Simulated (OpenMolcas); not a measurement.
Re4+ among 6 point charges of -1.5 e arranged as a tetragonal octahedron (D4h), 2.06 Å from the ion, with the axial distance 2.245 Å.

```json
{
  "Program": "OpenMolcas",
  "Method": "SS-CASPT2, IPEA 0.25 Eh, imaginary shift 0.1 Eh (closed shells correlated: 5s 5p)",
  "Basis": "ANO-RCC-VDZP [7s6p4d2f1g]",
  "Scalar Hamiltonian": "DKH2, point nucleus",
  "Active space": "3 electrons in 5 orbitals (5d)",
  "State averaging": "2S+1 = 4 even, 10 roots; 2S+1 = 2 even, 40 roots",
  "Spin-orbit coupling": "RASSI with atomic mean-field integrals over the reference wave functions"
}
```

Question: What is the spin-free ground state (labels of D4, the rotations of D4h)?

Answer: 4B1, 1-fold in its orbital part, 100 % from free-ion F terms; it has the highest spin that d3 allows.

Question: Where is the first state of the same spin?

Answer: 4E at 7010 cm-1 above the ground state.

Question: What are the lowest two levels with spin-orbit coupling?

Answer: A 2-fold level E3/2 with g = 0.24, 1.56, 1.56, then a 2-fold level E1/2 580 cm-1 above it. Their leading multiplicities are 4 (87 %) and 4 (89 %).

Question: What is χT at 300 K?

Answer: 0.21 cm3 K/mol.

Spin-orbit coupling mixes the spin-free states strongly: the lowest level takes only 53 % from its leading state, 4B1. Free-ion shares, where given, are those of the reference states; single-state CASPT2 does not remix them. This is an electrostatic model: the charges have no orbitals. No measured value stands beside these numbers.
